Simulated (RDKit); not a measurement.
Input file for RDKit: UFF on C3H8O2 (SMILES COCOC), a point of a torsion scan.

```python
from rdkit import Chem
from rdkit.Chem import AllChem, rdDetermineBonds

blocks = [
'''13

C     2.06363562    0.40034181   -0.10565595
O     1.38141958   -0.64977109    0.55388741
C     0.03584199   -0.41420467    0.73568434
O    -0.61717317   -0.23478588   -0.49638255
C    -2.00648737   -0.09767819   -0.36349840
H     1.97196355    1.33580187    0.45901137
H     1.67225817    0.54796847   -1.11428627
H     3.10717223    0.09814145   -0.15156904
H    -0.36240022   -1.29560759    1.26298531
H    -0.13228290    0.48840380    1.36739287
H    -2.26145745    0.77011334    0.25827983
H    -2.45362466   -0.99394298    0.08330789
H    -2.39890046    0.04499553   -1.36775247
''',
]
mol = None
for b in blocks:
    f = Chem.MolFromXYZBlock(b)
    rdDetermineBonds.DetermineBonds(f, charge=0)
    mol = f if mol is None else Chem.CombineMols(mol, f)
Chem.SanitizeMol(mol)
print(Chem.MolToSmiles(Chem.RemoveHs(mol)))
ff = AllChem.UFFGetMoleculeForceField(mol, vdwThresh=100.0, ignoreInterfragInteractions=False)
e = ff.CalcEnergy()
print(f'UFF energy {e:.6f} kcal/mol')
```

Output:

```
COCOC
UFF energy 15.145793 kcal/mol
```

The run finished.

Cost: very roughly 0.03 core-seconds.
